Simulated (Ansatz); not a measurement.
Computed with Ansatz on PBE0-D4/def2-TZVP structures; ΔE is electronic, products minus reactants. CBS: MP2 limit from def2 TZ/QZ plus the TZ coupled-cluster correction, frozen cores. This one scheme is used for every species, atoms too. Functionals use def2-TZVPP. No spin–orbit coupling; open shells (•) take unrestricted orbitals. Elements past krypton have def2 core potentials. Bonds to Br, I are less sure, by a few kJ/mol each and by 10 to 20 or more in all where they break to atoms, as the def2 sets lack core-valence functions. Scalar relativity is left out up to krypton.

Reaction (homolysis of the C–H bond): `BrCI` → `Br[CH]I`• + H•

CCSD(T)/CBS gives +438.9 kJ/mol.

Q: Another level gave +425.5 kJ/mol. Which?
A. r2SCAN0/def2-TZVPP
B. B2PLYP/def2-TZVPP
C. ωB97M-V/def2-TZVPP
D. LDA (SPW92)/def2-TZVPP

A: B. B2PLYP 425.5, r2SCAN0 412.5, LDA (SPW92) 452.3, ωB97M-V 434.5 kJ/mol.

Largest T1 diagnostic among the species: 0.014.

From BLYP to BHLYP (50 % exact exchange), in def2-TZVPP and without D4, ΔE moves by +9.5 kJ/mol. In def2-TZVPP, CCSD(T) changes the Hartree–Fock value by +92.6 kJ/mol (the triples alone add +2.0 kJ/mol) and MP2 by +97.4 kJ/mol; breaking electron pairs costs correlation energy, which Hartree–Fock lacks. At CCSD(T), def2-SVP lies −19.8 kJ/mol from the extrapolated value and def2-TZVPP −8.8 kJ/mol: correlation converges slowly with the basis, and small sets miss more of it in the bonded molecule than in its fragments.
